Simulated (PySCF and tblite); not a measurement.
Results of a calculation; reference values are marked as such.
Stationary points of C7H11 (charge +1) at GFN2-xTB, in Å:

Structure A

```
 1 C     3.399    0.784   -0.185
 2 C     1.970    0.506   -0.193
 3 C     1.425   -0.705    0.140
 4 C     0.059   -1.010    0.151
 5 C    -1.006   -0.161   -0.160
 6 C    -2.303   -0.591   -0.104
 7 C    -3.465    0.231   -0.411
 8 H     3.604    1.626    0.483
 9 H     3.998   -0.073    0.109
10 H     3.712    1.138   -1.171
11 H     1.326    1.326   -0.484
12 H     2.102   -1.501    0.421
13 H    -0.201   -2.023    0.438
14 H    -0.813    0.862   -0.453
15 H    -2.500   -1.617    0.189
16 H    -4.149    0.235    0.442
17 H    -3.207    1.251   -0.685
18 H    -4.040   -0.235   -1.217
```

Structure B

```
 1 C     3.709    0.452   -0.069
 2 C     2.423   -0.022   -0.559
 3 C     1.218    0.250    0.030
 4 C     0.011   -0.227   -0.482
 5 C    -1.233    0.034    0.095
 6 C    -2.401   -0.447   -0.430
 7 C    -3.722   -0.203    0.130
 8 H     4.215    1.018   -0.855
 9 H     3.625    1.058    0.829
10 H     4.368   -0.401    0.118
11 H     2.439   -0.632   -1.456
12 H     1.194    0.858    0.925
13 H     0.041   -0.835   -1.379
14 H    -1.268    0.640    0.991
15 H    -2.358   -1.054   -1.328
16 H    -4.211   -1.157    0.348
17 H    -3.699    0.414    1.024
18 H    -4.362    0.262   -0.626
```

Structure C

```
 1 C     3.587    0.703    0.029
 2 C     2.245    0.291   -0.442
 3 C     1.341   -0.347    0.290
 4 C     0.025   -0.819   -0.030
 5 C    -1.129   -0.089    0.177
 6 C    -2.377   -0.597   -0.117
 7 C    -3.617    0.131    0.031
 8 H     3.699    1.782   -0.077
 9 H     3.765    0.427    1.064
10 H     4.350    0.242   -0.598
11 H     2.006    0.543   -1.467
12 H     1.589   -0.601    1.325
13 H    -0.064   -1.833   -0.417
14 H    -1.045    0.920    0.561
15 H    -2.444   -1.613   -0.494
16 H    -4.295   -0.432    0.683
17 H    -3.486    1.142    0.408
18 H    -4.151    0.149   -0.926
```

Geometries: GFN2-xTB; energies: PBE0/pcSseg-1 + D3(BJ); zero-point and thermal terms from GFN2-xTB harmonic modes (soft modes blended into free rotors).

Task: Which structure is a saddle point, and along which motion?

Result: C: one imaginary mode (697i cm⁻¹ at GFN2-xTB, mostly on H12, H13), along the rotation about the C3–C4 bond (torsion C2–C3–C4–C5 from -180° to 0°, rising).

Task: Give their symmetry and energies above the lowest.

Result: A Cs, 3.5 kcal/mol; B C2v, 0.0 kcal/mol; C C1, 23.9 kcal/mol.

The ion is treated without a counter-ion.
